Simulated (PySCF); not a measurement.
**Be₂⁺ from Hartree–Fock to correlated methods**

State: doublet, unpaired electrons σ ↑. Set-up: PySCF, no relativity, basis sets Be aug-cc-pVDZ. De refers to Be⁺ + Be in their ground configurations, without counterpoise correction. The functionals are run spin-unrestricted.

```tsv
Level	Re (Å)	ωe (cm⁻¹)	De (eV)
ROHF	2.249	524	1.55
ROHF-MP2	2.261	522	1.93
ROHF-SCS-MP2	2.270	512	1.91
ROHF-CCSD	2.256	518	1.90
ROHF-CCSD(T)	2.256	520	1.94
PBE	2.214	539	2.45
BLYP	2.204	534	2.35
r²SCAN	2.229	540	2.42
PBE0	2.225	534	2.36
BHandHLYP	2.226	524	2.21
LC-ωPBE	2.247	520	2.26
B2PLYP	2.229	526	2.15
```

Task: Which functional lies closest to ROHF-CCSD(T) in De, which farthest, and by how much do they differ from it?

Result: Closest is B2PLYP (-2.7 pm in Re, +1.2 % in ωe, +0.21 eV in De against ROHF-CCSD(T) in the same basis), farthest PBE (-4.2 pm in Re, +3.7 % in ωe, +0.51 eV in De). CCSD(T) converges more slowly with the basis than the functionals do and binds too weakly in this one, so the order can change at the basis-set limit.

Task: What does a quarter of exact exchange do here, going from PBE to PBE0?

Result: PBE0 less PBE: +1.1 pm in Re, -0.9 % in ωe, -0.09 eV in De. Exact exchange removes part of the self-interaction that spreads semilocal densities, and in most molecules shortens and stiffens the bond and lowers De; here Re and ωe go the other way.

Task: What does the step from GGA to meta-GGA do here, going from PBE to r²SCAN?

Result: r²SCAN less PBE: +1.5 pm in Re, +0.2 % in ωe, -0.03 eV in De. 

Correlated steps freeze no core orbitals. Correlated levels converge slowly with the basis: in double zeta they bind strong bonds too weakly, by up to about 1 eV, and carry superposition errors of some tenths. B2PLYP dipoles, levels and charges come from its SCF part alone. The state was picked by a PBE0 search and need not be the measured ground state.

The whole job (state search and all levels along the bond) took about 0.84 min on 1 thread of Intel Xeon Platinum 8375C @ 2.90GHz (shared host), peak memory 0.57 GiB.
